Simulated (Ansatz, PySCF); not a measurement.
This Ansatz (a program for electronic structure) input computes a B3LYP/def2-TZVPD energy:

Ansatz 0.2 input:
```yaml
crystal:
  periodic: [false, false, false]
  atoms:
    - {symbol: C, position_ang: [-2.40009186, 0.05728622, -0.06659164]}
    - {symbol: C, position_ang: [-0.95260980, 0.43390224, -0.06128444]}
    - {symbol: C, position_ang: [0.02922467, -0.44731718, 0.03867013]}
    - {symbol: Cl, position_ang: [1.71324227, -0.00833146, 0.04477456]}
    - {symbol: H, position_ang: [-2.88467872, 0.38879317, -0.98896872]}
    - {symbol: H, position_ang: [-2.92968969, 0.53712876, 0.76092152]}
    - {symbol: H, position_ang: [-2.53611798, -1.02106386, 0.02131960]}
    - {symbol: H, position_ang: [-0.70748350, 1.48728067, -0.14427258]}
    - {symbol: H, position_ang: [-0.12628686, -1.51373158, 0.12506840]}
basis:
  gaussian:
    orbitals: def2-TZVPD
hamiltonian:
  xc: {name: B3LYP}
output: {forces: true}
```

Q: Write an input for the same energy in PySCF and say what it gives.

A: 
```python
from pyscf import gto, scf, dft

mol = gto.M(
    atom='''
    C    -2.40009186    0.05728622   -0.06659164
    C    -0.95260980    0.43390224   -0.06128444
    C     0.02922467   -0.44731718    0.03867013
    Cl    1.71324227   -0.00833146    0.04477456
    H    -2.88467872    0.38879317   -0.98896872
    H    -2.92968969    0.53712876    0.76092152
    H    -2.53611798   -1.02106386    0.02131960
    H    -0.70748350    1.48728067   -0.14427258
    H    -0.12628686   -1.51373158    0.12506840
    ''',
    basis='def2-tzvpd',
    charge=0,
    spin=0,
    verbose=4,
)

mf = dft.RKS(mol, xc='b3lyp').density_fit(auxbasis='def2-universal-jkfit')
mf.grids.level = 3
mf.conv_tol = 1e-9
mf.max_cycle = 100
mf.max_memory = 1500
mf.kernel()
if not mf.converged:
    mf = mf.newton()
    mf.kernel(mf.make_rdm1())
mf.analyze()
```
It gives -577.58605 Eh, and Ansatz -577.58598 Eh, a difference of 0.07 mEh, from the treatment of integrals and grids.
